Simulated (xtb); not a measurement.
SnBr₂, SMILES [Br][Sn][Br] (connectivity only; charge and spin as stated), neutral, multiplicity 1. All values are semi-empirical tight-binding results from xtb (GFN2-xTB unless named), good for trends rather than for accurate numbers. The structure is a stationary point at GFN2-xTB. The isomer is the one that the SMILES or the coordinates give; other isomers of the formula were not compared.

Optimised geometry:

Bonds (Å): Sn1–Br2 2.545, Sn1–Br3 2.545. Bond angles (°): Br2–Sn1–Br3 100.4.
Charge 0, spin multiplicity 1.

For metal compounds this method's bond lengths and energies can be far off.

Question: Estimate the properties. (An estimate is asked for; the answer gives what the named calculation found.)

Answer: 
```json
{
  "point_group_as_xtb_finds_it": "C2v",
  "orbital_gap": "3.78 eV",
  "zero_point_energy": "0.8 kcal/mol",
  "G − E(el) at 298.15 K (modified RRHO)": "-19.2 kcal/mol"
}
```

Computed atomic charges and the Wiberg bond orders between heavy atoms:
charges (e) Sn1 0.49, Br2 -0.24, Br3 -0.24. Bond orders Sn1–Br2 1.27, Sn1–Br3 1.27.
